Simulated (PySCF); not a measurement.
C₂H₆Se₂, SMILES CC[Se][SeH].

Coordinates come from a B3LYP-D3(BJ)/def2-SVP optimisation. The values are those of a single conformer.

The numbers are results of TDA-PBE/def2-SVPD (PySCF), not measurements.

Vertical excitations. Gas-phase values at a fixed geometry.

```csv
state,energy (eV),λ (nm),f,main pairs
S1,3.41,364,0.004,HOMO→LUMO 99 %
S2,3.75,331,0.006,HOMO−1→LUMO 99 %
S3,4.80,258,0.008,HOMO→LUMO+1 96 %
S4,5.20,239,0.013,HOMO−1→LUMO+1 85 %
S5,5.23,237,0.004,HOMO→LUMO+2 83 %
S6,5.51,225,0.009,"HOMO−1→LUMO+2 80 %, HOMO−2→LUMO 15 %"
S7,5.67,219,0.022,HOMO→LUMO+3 89 %
S8,5.80,214,0.037,"HOMO−2→LUMO 42 %, HOMO−3→LUMO 39 %, HOMO→LUMO+3 8 %"
S9,6.05,205,0.013,HOMO−1→LUMO+3 96 %
S10,6.14,202,0.028,HOMO→LUMO+4 97 %
T1,2.82,440,0,HOMO→LUMO 100 %
T2,3.17,391,0,HOMO−1→LUMO 100 %
T3,4.53,274,0,HOMO→LUMO+1 95 %
T4,4.69,264,0,HOMO→LUMO+2 96 %
```
Triplets are in the Tamm–Dancoff approximation.
